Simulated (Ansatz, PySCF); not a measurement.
Input for PySCF:
```python
from pyscf import gto, scf, dft

mol = gto.M(
    atom='''
K     0.00000000    0.00000000    0.00000000
''',
    basis='def2-svpd',
    spin=1,
    verbose=4,
)

mf = dft.UKS(mol)
mf.xc = 'r2scan'
mf.grids.atom_grid = (99, 590)
mf.grids.prune = None
mf.kernel()
```

Problem. Write the same job for Ansatz (an electronic-structure program).

Solution. One answer among several that fit: 
Ansatz 0.2 input:
```yaml
crystal:
  periodic: [false, false, false]
  atoms:
    - {symbol: K, position_ang: [0.00000000, 0.00000000, 0.00000000]}
basis:
  gaussian:
    orbitals: def2-SVPD
hamiltonian:
  xc: r2scan
magnetization: {spin_polarized: true, initial_magnetization: 1}
accuracy: high
```

Both were run: PySCF gave -599.795651 Eh and Ansatz -599.795581 Eh, 0.070 mEh apart.
